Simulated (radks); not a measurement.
Initial-state core-level shifts of the aluminium ion Al2+ when its valence configuration changes from [Ne] 3s1. Calculated with a radial shooting solver on a logarithmic mesh with Libxc functionals: scalar-relativistic Kohn-Sham, r2SCAN, spin-polarised, spherical densities, finite nucleus; open shells are filled with parallel spins first; meta-GGA in the generalised Kohn-Sham scheme; Fermi nuclear charge, rms radius 3.061 fm. Shifts are changes of the shell-averaged eigenvalues in eV (positive: less bound); the change of the density at the nucleus, which sets a Mossbauer isomer shift, is in e/bohr^3, on a base of 1502.

valence	1s	2s	2p	density at nucleus
3s0.5 3p0.5	-0.830	-0.813	-0.805	-2.1643
3p1	-1.675	-1.630	-1.617	-4.1936
